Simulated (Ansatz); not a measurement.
Species: C3H6N (charge 0, doublet). It need not be the lowest isomer of its formula. SMILES: NC1[CH]C1
Structure (B3LYP-D3(BJ)/def2-TZVP (Ansatz, an electronic-structure program) minimum search):
```
C
H 1 1.0919
N 1 1.4433 2 117.58
H 3 1.0130 1 110.94 2 69.54
H 3 1.0131 4 108.13 1 122.00
C 1 1.4654 2 116.54 3 148.82
H 6 1.0784 1 132.99 2 -19.30
C 6 1.4610 7 133.28 1 -91.57
H 8 1.0856 6 118.05 7 -131.93
H 8 1.0862 9 114.63 6 -149.62
```
Charge 0, spin multiplicity 2.

Computed values are from Ansatz. Correlated levels leave the core frozen unless marked. UHF or UKS for open shells. Spin-orbit coupling is left out. No relativistic terms. CBS(X,Y): correlation extrapolated as X^-3; Hartree-Fock from the larger set. [CCSD(T)-MP2]/basis is that difference in the basis named.

The atomisation energy De is 3775.4 kJ/mol at RI-MP2/CBS(cc-pVTZ,cc-pVQZ)+[CCSD(T)-MP2]/cc-pVTZ. The total energy is -172.3432 Eh at RI-MP2/CBS(cc-pVTZ,cc-pVQZ)+[CCSD(T)-MP2]/cc-pVTZ and the dipole moment comes out as 1.62 D at CCSD(T)/aug-cc-pVDZ. The T1 diagnostic is 0.011 at CCSD/cc-pVTZ.
